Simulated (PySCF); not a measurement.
A side-by-side comparison of computed properties.

First species: C7H9F3N2.
SMILES: `C=C/C=N/N=C(/CC)C(F)(F)F`

Second species: C7H9ClOSi.
Geometry (GFN2-xTB, Å), atoms numbered from 1 in this order:
```xyz
19
C7H9ClOSi angstrom
O     -3.7271   -0.9409    0.1477
C     -2.6505   -0.3912    0.0342
C     -1.4119   -1.0673   -0.3583
C     -0.3028   -0.3218   -0.4281
C      1.0441   -0.8688   -0.8059
C      1.9150   -0.9448    0.4108
C      2.9848   -0.2041    0.6450
Cl     3.5901    0.9817   -0.4502
C     -0.3881    1.1351   -0.0866
Si    -2.2241    1.4683    0.3197
H     -1.4330   -2.1241   -0.5813
H      0.9324   -1.8694   -1.2296
H      1.5111   -0.2157   -1.5456
H      1.6104   -1.6558    1.1656
H      3.5770   -0.2913    1.5420
H     -0.0116    1.7242   -0.9243
H      0.2856    1.3464    0.7458
H     -2.8701    2.3516   -0.6481
H     -2.4412    1.8972    1.6989
```

Levels: PBE0/pcSseg-1 for dipole moment, HOMO energy, LUMO energy and HOMO–LUMO gap; GFN2-xTB for rotational constant A and rotational constant C. Geometries: GFN2-xTB. Each structure is a single optimised conformer of the isolated species, non-relativistic unless stated; the electronic structure was computed with PySCF and density fitting.

The conformers computed, where there is a choice (atom-mapped SMILES and torsion angles):
- `[CH2:1]=[CH:2]/[CH:3]=[N:4]/[N:5]=[C:6](/[CH2:7][CH3:8])[C:9]([F:10])([F:11])[F:12]`: C1–C2–C3–N4 178°, C3–N4–N5–C6 103°, N5–C6–C7–C8 110°, N5–C6–C9–F10 42°
- `[O:1]=[C:2]1[CH:3]=[C:4]([CH2:5]/[CH:6]=[CH:7]\[Cl:8])[CH2:9][SiH2:10]1`: C3–C4–C5–C6 -107°, C4–C5–C6–C7 -112°

Values for the first species:

| Property | Result |
| --- | --- |
| Dipole moment | 1.50 D |
| HOMO energy | -6.87 eV |
| LUMO energy | -1.33 eV |
| HOMO–LUMO gap | 5.54 eV |
| Rotational constant A | 1.674 GHz |
| Rotational constant C | 0.443 GHz |

(1) Estimate the same properties for the second species, and the change in each.

Results:

(1) 
| property | first | second | second less first |
| --- | --- | --- | --- |
| dipole moment | 1.50 D | 3.22 D | +1.72 D |
| HOMO energy | -6.87 eV | -6.55 eV | +0.32 eV |
| LUMO energy | -1.33 eV | -1.76 eV | -0.43 eV |
| HOMO–LUMO gap | 5.54 eV | 4.79 eV | -0.75 eV |
| rotational constant A | 1.674 GHz | 2.344 GHz | +0.670 GHz |
| rotational constant C | 0.443 GHz | 0.388 GHz | -0.055 GHz |

On the first: In atomic units the dipole is 0.59 e·bohr (1 au = 2.5417 D).

On the second: In atomic units the dipole is 1.27 e·bohr (1 au = 2.5417 D). A dipole of 3.22 D is allowed in C1, and pure rotational transitions are dipole-allowed.
